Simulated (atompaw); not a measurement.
# u(r) = r·R(r): atom against pseudo-atom (cadmium (Cd))

Columns: radius, all-electron u(r) and pseudo u(r) of the 5s shell (level -5.70 eV) of cadmium in the configuration [Kr] 4d10 5s2 5p0; PBEsol, scalar-relativistic, PAW (atompaw) scheme, atompaw 4.2.0.5.

| r (bohr) | all-electron | pseudo |
| --- | --- | --- |
| 0.115 | -0.0945 | 0.0352 |
| 0.231 | 0.1697 | 0.0709 |
| 0.346 | 0.1181 | 0.1064 |
| 0.462 | -0.0893 | 0.1426 |
| 0.577 | -0.2447 | 0.1787 |
| 0.692 | -0.2935 | 0.2152 |
| 0.808 | -0.2512 | 0.2523 |
| 0.923 | -0.1533 | 0.2894 |
| 1.038 | -0.0304 | 0.3266 |
| 1.154 | 0.0978 | 0.3642 |
| 1.269 | 0.2170 | 0.4010 |
| 1.385 | 0.3230 | 0.4375 |
| 1.500 | 0.4117 | 0.4726 |
| 1.615 | 0.4840 | 0.5060 |
| 1.731 | 0.5414 | 0.5375 |
| 1.846 | 0.5845 | 0.5658 |
| 1.962 | 0.6156 | 0.5907 |
| 2.077 | 0.6362 | 0.6110 |
| 2.192 | 0.6479 | 0.6263 |
| 2.308 | 0.6523 | 0.6362 |
| 2.423 | 0.6506 | 0.6401 |
| 2.538 | 0.6438 | 0.6381 |
| 2.654 | 0.6328 | 0.6305 |
| 2.769 | 0.6187 | 0.6181 |
| 2.885 | 0.6019 | 0.6018 |
| 3.000 | 0.5832 | 0.5832 |

**Question.** How many radial nodes do the two functions have?

**Answer.** The all-electron 5s function has n − l − 1 = 4 (the table is too coarse to show those close to the nucleus); the pseudo-wave has 0, since the states of the same l below it are removed with the core.

**Question.** Is the pseudo-wave norm-conserving?

**Answer.** No, it belongs to a PAW set: the norm inside the radius is not constrained, and the difference is carried by the augmentation charge.
